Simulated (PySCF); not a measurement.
## Calculated NMR parameters of CC#C[Si@H](P)[Si](F)(F)F

| Quantity | Value |
| --- | --- |
| Formula | C3H6F3PSi2 |
| SMILES | CC#C[Si@H](P)[Si](F)(F)F |
| InChI | InChI=1S/C3H6F3PSi2/c1-2-3-8(7)9(4,5)6/h8H,7H2,1H3/t8-/m1/s1 |
| Point group of the computed structure | C1 |
| Carbon signals | 3 |
| Proton signals | 3 |

Mapped SMILES: `[CH3:1][C:2]#[C:3][Si@H:4]([PH2:5])[Si:6]([F:7])([F:8])[F:9]`. Hydrogens are named by the atom that carries them.

One averaged value for each set of equivalent atoms, non-relativistic, a single conformation, isolated molecule. σ from GIAO-PBE0/pcSseg-1; geometry: GFN2-xTB; PySCF 2.14.0 with density-fitted response routines.

δ = σ(ref) − σ, references computed at the same level: 1H (σref 31.72) and 13C (σref 186.93) and 29Si (σref 349.16) against TMS; CFCl3 for 19F (σref 170.95); 31P (σref 318.38) vs H3PO4.

| carbon | δC, type | δH (multiplicity) | HMBC from (2–3 bonds) | span of the C tensor (ppm) |
| --- | --- | --- | --- | --- |
| C1 | 6.3, CH3 | 2.13 (s) | – | 27 |
| C2 | 121.1, C | – | H(Si4), H(C1) | 284 |
| C3 | 77.6, C | – | H(Si4), H(C1), H(P5) | 252 |

Other nuclei:
```csv
atoms,nucleus,environment,δ (ppm),σ (ppm)
H(Si4),1H,"hydrogen on a silicon bonded to C, P, Si",4.64,27.08
H(P5),1H,hydrogen on a phosphorus bonded to Si,1.59,30.13
F7/F8/F9,19F,fluorine bonded to Si,-128.0,298.9
P5,31P,"phosphorus bonded to Si, 2 H",-276.0,594.4
Si6,29Si,"silicon bonded to 3 F, Si",-44.7,393.8
Si4,29Si,"silicon bonded to C, P, Si, H",-88.9,438.1
```

δC 121.1, 77.6: alkyne carbon. δC 6.3: propargylic methyl carbon; a saturated carbon with 1 carbon neighbour and no heteroatom attached. δH 4.64: hydrogen on a silicon bonded to C, P, Si. δH 2.13: hydrogen on a propargylic methyl carbon. δH 1.59: hydrogen on a phosphorus bonded to Si.

Splittings by 19F and 31P in the carbon and heteronuclear signals aren't shown, as no couplings were computed. Shifts are as computed. Against solution values, carbons near 30 ppm lie about +3 ppm off and those near 130 ppm about +5 ppm. Of 1211 compounds with measured shifts, 218 miss one by over three times the rms of a fit or turn the order of signals round; such compounds aren't used in these exercises. Unscaled 19F shifts against computed CFCl3 carry errors that often reach 10 to 50 ppm. Experimental scales use liquid or dissolved standards, which lie at an offset from isolated H3PO4. No couplings were computed; multiplicities are counted from neighbouring protons, with m where these are inequivalent, close in shift, in a saturated or five-membered ring or joined by F or P, and br s for small geminal =CH2 splittings.
